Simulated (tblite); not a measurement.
Species: C₇H₅F₃NP.
Z-matrix (Å and degrees, GFN2-xTB geometry), rows numbered from 1:
```
F 
C   1  1.3467
F   2  1.3555  1  105.24
F   2  1.3423  1  106.16  3  -111.71
C   2  1.4835  1  114.36  3   124.60
P   5  1.6746  2  127.83  1   -47.63
C   6  1.8355  5  101.94  2     2.06
C   7  1.3888  6  125.85  5   -73.22
C   8  1.3852  7  117.60  6   179.85
C   9  1.3864  8  119.03  7     0.55
C  10  1.3874  9  118.52  8     0.85
N  11  1.3193 10  122.84  9    -0.59
H   5  1.0798  2  113.20  1   132.95
H   8  1.0799  7  120.79  6     0.80
H   9  1.0802  8  120.22  7  -179.30
H  10  1.0785  9  120.96  8  -179.51
H  11  1.0816 10  121.46  9   179.24
```

Computed with GFN2-xTB (tblite): harmonic, unscaled wavenumbers at the GFN2-xTB geometry, gas phase. Against measured fundamentals such values can be off by several per cent, at times by over 20. One conformer, not necessarily the lowest.

Harmonic wavenumbers (cm⁻¹): 29.6, 52.6, 74.3, 86.3, 158.0, 207.1, 227.6, 354.9, 370.3, 391.0, 399.0, 457.2, 481.6, 516.2, 591.0, 603.3, 689.2, 699.6, 710.9, 756.5, 793.7, 895.0, 917.3, 936.2, 992.7, 994.8, 1025.4, 1070.4, 1088.6, 1111.1, 1144.6, 1164.1, 1171.7, 1237.3, 1286.2, 1326.4, 1393.6, 1418.4, 1560.9, 1565.7, 3065.0, 3076.1, 3084.6, 3087.1, 3102.1.

A = 1421, B = 630.8, C = 545.7 MHz; mass 191.011 u (most abundant isotopes); point group C1, symmetry number 1.

Question: What is the zero-point energy?

Answer: Half the sum of the wavenumbers: 23183 cm⁻¹ = 66.28 kcal/mol.

Question: Entropy at 400 K, 1 bar (ideal gas, RRHO, classical rotation)?

Answer: Translation 43.13, rotation 31.74, vibration 46.14: S = 121.0 cal/(mol K).

Question: And Cp and H(400 K) − H(0)?

Answer: Cp = 52.32 cal/(mol K), of which vibrations give 44.38 (their classical limit is 45 R = 89.4); H(400 K) − H(0) = 12.39 kcal/mol without the zero-point energy, 9.21 from vibrations.

Question: Which modes carry the vibrational entropy at 400 K?

Answer: 29.6 cm⁻¹: 6.44; 52.6 cm⁻¹: 5.30; 74.3 cm⁻¹: 4.62; 86.3 cm⁻¹: 4.32; 158.0 cm⁻¹: 3.14; 207.1 cm⁻¹: 2.62 cal/(mol K); the other 39 give 19.71 together.

Question: How do the functions run with temperature in this model?

Answer: 
```
 T (K)  S (cal/(mol K))  Cp (cal/(mol K))  H − H(0) (kcal/mol)  G − H(0) (kcal/mol)  ln q(vib)
   150             84.6              25.3                 2.56               -10.13       4.24
   250            100.2              36.7                 5.66               -19.39       7.24
298.15            107.2              42.1                 7.56               -24.39       8.66
   600            145.1              66.4                24.38               -62.69      17.28
   900            174.5              77.8                46.20              -110.81      25.04
```

q(vib) and H(0) count from the zero-point level.

Question: What must be added to the electronic energy to get the Gibbs energy at 400 K and 1 bar?

Answer: ZPE + [H(400 K) − H(0)] − T·S = 66.28 + 12.39 − 48.40 = 30.27 kcal/mol.

Hindered rotation and anharmonicity are outside this model. Other conformers, if any are populated, would add a mixing term that is left out. The structure is chiral; the term R ln 2 for an equal mix with its mirror image is left out.
